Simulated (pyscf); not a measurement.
**H₃C–CH(CH₃)–O–Ti(OH)(OH)–OH (SMILES CC(C)[O][Ti]([OH])([OH])[OH]), singlet**

Gas-phase minimum from PySCF at ωB97X-D3(BJ)/def2-SVP, one conformer. 

SMILES: CC(C)[O][Ti]([OH])([OH])[OH]
```xyz
18

C     -1.1522     2.1505     0.2631
C     -0.2015     1.3143    -0.5876
C      1.1964     1.2262     0.0153
O     -0.7291     0.0089    -0.7409
Ti    -1.1382    -1.3726     0.2878
O     -0.1809    -2.7902    -0.2597
O     -2.8911    -1.7211     0.2128
O     -0.7348    -0.9738     1.9944
H     -0.7909     3.1861     0.3624
H     -1.2295     1.7074     1.2694
H     -2.1557     2.1720    -0.1896
H     -0.1372     1.7524    -1.6006
H      1.6512     2.2253     0.1064
H      1.1383     0.7697     1.0168
H      1.8452     0.6008    -0.6165
H     -0.2633    -3.7022     0.0364
H     -3.5851    -1.3769    -0.3572
H     -1.3263    -0.8087     2.7349
```

Bonded distances (Å): C1–C2 1.525, C1–H9 1.101, C1–H10 1.102, C1–H11 1.101, C2–C3 1.525, C2–O4 1.416, C2–H12 1.106, C3–H13 1.101, C3–H14 1.102, C3–H15 1.101, O4–Ti5 1.770, Ti5–O6 1.796, Ti5–O7 1.789, Ti5–O8 1.798 (the first ones only). Angles (°): C2–C1–H9 111.2, C2–C1–H10 109.4, C2–C1–H11 110.5, H9–C1–H10 108.6, H9–C1–H11 108.5, H10–C1–H11 108.6, C1–C2–C3 112.5, C1–C2–O4 109.5, C1–C2–H12 109.3, C3–C2–O4 109.3, C3–C2–H12 109.4, O4–C2–H12 106.7, C2–C3–H13 111.0, C2–C3–H14 109.6 (the first ones only).

Properties at ωB97X-D3(BJ)/def2-SVP:

```yaml
harmonic_wavenumbers_unscaled: 21, 57, 93, 135, 172, 181, 202, 216, 233, 237, 258, 291, 304, 369, 430, 441, 465, 469, 512, 646, 758, 786, 800, 879, 936, 951, 1044, 1172, 1195, 1211, 1358, 1375, 1411, 1415, 1464, 1475, 1477, 1497, 3063, 3065, 3068, 3162, 3166, 3168, 3172, 3943, 3949, 3955 cm⁻¹
zero_point_energy: 86.7 kcal/mol
rotational_symmetry_number: 1
Entropy of this conformer at 298 K and 1 atm, rigid rotor and harmonic oscillator, modes under 100 cm⁻¹ raised to 100: 449.2 J/(mol K)
dipole_moment: 2.09 D
```

Single-point totals, which compare only within one level:

```json
[
 {"level": "ωB97X-D3(BJ)/def2-TZVP", "total energy (hartree)": "-1271.19829"},
 {"level": "PBE/def2-TZVP", "total energy (hartree)": "-1270.41775"},
 {"level": "r²SCAN/def2-TZVP", "total energy (hartree)": "-1270.87239"},
 {"level": "B3LYP-D3(BJ)/def2-TZVP", "total energy (hartree)": "-1271.16050"},
 {"level": "PBE0-D3(BJ)/def2-TZVP", "total energy (hartree)": "-1270.44594"},
 {"level": "M06-2X/def2-TZVP", "total energy (hartree)": "-1270.87854"},
 {"level": "ωB97M-D3(BJ)/def2-TZVP", "total energy (hartree)": "-1271.22542"}
]
```

The lowest mode is so soft that the shape along it may change with the basis. Soft torsions are taken as harmonic, which can shift the entropy by several J/(mol K).
